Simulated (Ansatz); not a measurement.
The lowest singlet and triplet of O3 (SMILES O=[O+][O-]); geometries from B3LYP-D3(BJ)/def2-TZVP, each state relaxed from the structure named, with no frequency check.
Singlet (charge 0, multiplicity 1):
| atom | x (Å) | y (Å) | z (Å) |
|---|---|---|---|
| O | -1.0705 | -0.2409 | 0.0000 |
| O | -0.0106 | 0.4284 | 0.0000 |
| O | 1.0811 | -0.1875 | 0.0000 |

A positive gap puts the triplet lower; no zero-point energy. R- takes a restricted singlet. U- takes an unrestricted singlet (broken symmetry where lower, unprojected). The triplet is unrestricted in single-reference levels.

Cores are frozen in the correlated methods.

The values were computed with Ansatz (Gaussian orbitals). Values without a source in brackets are computed.

Question: One of these levels gives -31.7 kJ/mol for the gap E(singlet) − E(triplet), vertical, at the singlet's geometry. Name it.
(A) U-wB97M-V/def2-TZVPP (spin-contaminated)
(B) R-r2SCAN/def2-TZVPP
(C) R-BHLYP/def2-TZVPP
(D) R-CCSDT(Q)/cc-pVDZ

Answer: C, R-BHLYP/def2-TZVPP. The others give -118.6 (R-r2SCAN/def2-TZVPP), -130.1 (U-wB97M-V/def2-TZVPP (spin-contaminated)), -181.8 (R-CCSDT(Q)/cc-pVDZ)

Doubts at one or more of the structures used: a restricted determinant that unrestricted orbitals would lower (R-r2SCAN/def2-TZVPP, R-BHLYP/def2-TZVPP, R-CCSDT(Q)/cc-pVDZ); other coupled-cluster roots lie near (R-CCSDT(Q)/cc-pVDZ).

Ansatz is a first-principles code.
